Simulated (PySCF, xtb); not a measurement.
BiCl2, SMILES [Cl][Bi+][Cl] (connectivity only; charge and spin as stated), charge +1, multiplicity 1.

GFN2-xTB (xtb) at its own geometry gives an orbital gap of 1.60 eV.

Geometry optimised at B3LYP-D3(BJ)/def2-TZVP. The spin state was assumed, not searched. The isomer is the one that the SMILES or the coordinates give; other isomers of the formula were not compared. The def2 effective core potentials stand for the cores of Bi; spin–orbit coupling is left out.

What does PBE0/def2-TZVPD (PySCF) give? (An estimate is asked for; the answer gives what the named calculation found.)

gap 4.49 eV (levels -14.60 and -10.11 eV).
